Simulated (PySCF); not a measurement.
## How methods differ on the ionisation energy of In

In [Kr] 4d10 5s2 5p1 (2P) → In⁺ [Kr] 4d10 5s2 (1S), as a difference of total energies. All numbers are calculated (PySCF 2.14, the spin-free X2C one-electron Hamiltonian (Gaussian nucleus), in aug-cc-pVTZ-DK3). Correlated levels: valence: [Kr] 4d10 frozen. The calculations carry no spin-orbit coupling.

```json
{"method": "UHF", "ionisation energy (eV)": "5.214"}
{"method": "MP2 (valence)", "ionisation energy (eV)": "5.401"}
{"method": "SCS-MP2 (valence)", "ionisation energy (eV)": "5.385"}
{"method": "CCSD (valence)", "ionisation energy (eV)": "5.455"}
{"method": "CCSD(T) (valence)", "ionisation energy (eV)": "5.476"}
```

Task: How much does correlation contribute at CCSD(T) (valence)?

Result: 5.476 − (5.214) = 0.262 eV, measured against UHF.

Errors of the correlated levels include the incompleteness of this basis and the frozen core.

For comparison: 5.603 eV (measured; NIST levels, between the centres of gravity of the two terms).
